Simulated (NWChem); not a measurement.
A series in which one site is exchanged, each optimised at PBE0/def2-SVP with NWChem, gas phase unless a solvent is named. For some, no frequency run checked for a minimum. def2 effective core potentials on Sn, I; no spin-orbit coupling.

A: [Br][SnH3] (SnH₃Br; site = Br)
B: [F][SnH3] (SnH3F; site = F)
C: [SnH3][I] (SnH3I; site = I)
D: [Cl][SnH3] (SnH3Cl; site = Cl)

Question: Rank them by lowest singlet excitation, CAM-B3LYP/def2-SVPD, TDA (eV), lowest first.

Answer: C (4.81), A (5.65), D (6.28), B (7.12)
